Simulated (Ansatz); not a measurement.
Cost and result for the atomization energy of `N[Si](O)(O)O` (10 atoms, 9 bonds).

| atom | x (Å) | y (Å) | z (Å) |
| --- | --- | --- | --- |
| N1 | 0.005 | -1.506 | 0.108 |
| Si2 | 0.061 | 0.186 | -0.019 |
| O3 | 1.589 | 0.552 | 0.430 |
| O4 | -0.191 | 0.870 | -1.488 |
| O5 | -1.133 | 0.829 | 0.906 |
| H6 | 0.824 | -2.048 | -0.110 |
| H7 | -0.842 | -2.015 | -0.079 |
| H8 | 1.941 | 1.364 | 0.064 |
| H9 | -1.040 | 1.299 | -1.605 |
| H10 | -1.214 | 0.470 | 1.791 |

Total charge 0; spin multiplicity 1. The structure was optimised at the PBE0-D4/def2-TZVP level. It is one conformer, not always the lowest. Program: Ansatz. Hardware: A = 2 threads of an AMD EPYC 7R13 on a shared host; B = 2 threads of an AMD EPYC 7R13 on a shared host and a share of an NVIDIA H100 80 GB. Times are those of one run each, without the atoms' runs, and a repeat can differ threefold. Electronic energies, without spin–orbit coupling; frozen cores. CCSD(T)/CBS extrapolates def2-TZVPP and def2-QZVPP, and its time is that of the two runs behind it. T1 = 0.011. B3LYP takes the VWN-RPA correlation (the form of Gaussian; ORCA's B3LYP/G).

CCSD(T)/CBS is a level of theory with its own doubt, some kJ/mol a heavy atom from the limit and from the frozen cores, so smaller differences don't rank the functionals.

| level | functions | wall time |
| --- | --- | --- |
| CCSD(T)/def2-TZVPP [B] | 236 | 3.6 s |
| PBE-D4/def2-TZVPP (with forces) [A] | 236 | 4.1 s |
| PBE0-D4/def2-TZVPP [A] | 236 | 4.3 s |
| r2SCAN-D4/def2-TZVPP (with forces) [A] | 236 | 5.5 s |
| B2PLYP/def2-TZVPP [A] | 236 | 7 s |
| B3LYP-D4/def2-TZVPP (with forces) [A] | 236 | 7 s |
| ωB97X-V/def2-TZVPP [A] | 236 | 9.5 s |
| ωB97M-V/def2-TZVPP (with forces) [A] | 236 | 13 s |
| CCSD(T)/def2-QZVPP [B] | 448 | 17 s |
| CCSD(T)/CBS(def2) | – | 21 s |

Problem. What atomization energy does each give, and how far from CCSD(T)/CBS? (An estimate is asked.)

Solution. Computed: 
```json
{"level": "CCSD(T)/def2-TZVPP [B]", "atomization (kJ/mol)": "3874.9", "difference from CCSD(T)/CBS": "-139.7", "per bond": "-15.5"}
{"level": "PBE-D4/def2-TZVPP (with forces) [A]", "atomization (kJ/mol)": "4037.5", "difference from CCSD(T)/CBS": "22.9", "per bond": "2.5"}
{"level": "PBE0-D4/def2-TZVPP [A]", "atomization (kJ/mol)": "3934.1", "difference from CCSD(T)/CBS": "-80.5", "per bond": "-8.9"}
{"level": "r2SCAN-D4/def2-TZVPP (with forces) [A]", "atomization (kJ/mol)": "3977.7", "difference from CCSD(T)/CBS": "-36.9", "per bond": "-4.1"}
{"level": "B2PLYP/def2-TZVPP [A]", "atomization (kJ/mol)": "3942.5", "difference from CCSD(T)/CBS": "-72.1", "per bond": "-8.0"}
{"level": "B3LYP-D4/def2-TZVPP (with forces) [A]", "atomization (kJ/mol)": "3969.4", "difference from CCSD(T)/CBS": "-45.2", "per bond": "-5.0"}
{"level": "ωB97X-V/def2-TZVPP [A]", "atomization (kJ/mol)": "3992.0", "difference from CCSD(T)/CBS": "-22.6", "per bond": "-2.5"}
{"level": "ωB97M-V/def2-TZVPP (with forces) [A]", "atomization (kJ/mol)": "4005.1", "difference from CCSD(T)/CBS": "-9.5", "per bond": "-1.1"}
{"level": "CCSD(T)/def2-QZVPP [B]", "atomization (kJ/mol)": "3959.1", "difference from CCSD(T)/CBS": "-55.5", "per bond": "-6.2"}
{"level": "CCSD(T)/CBS(def2)", "atomization (kJ/mol)": "4014.6", "difference from CCSD(T)/CBS": "0.0", "per bond": "0.0"}
```

From PBE to PBE0 (25 % exact exchange), in def2-TZVPP and without D4, the atomization energy moves by −100.1 kJ/mol: exact exchange takes away binding that semilocal exchange gives to molecules. In def2-TZVPP, CCSD(T) changes the Hartree–Fock value by +1136.0 kJ/mol (the triples alone add +63.5 kJ/mol) and MP2 by +1248.2 kJ/mol; breaking electron pairs costs correlation energy, which Hartree–Fock lacks. The D4 term adds +31.5 kJ/mol with B3LYP and +16.3 kJ/mol with PBE0; it sums over pairs of atoms, weighted by their polarisabilities, and B3LYP, whose exchange is more repulsive, gets the larger term.
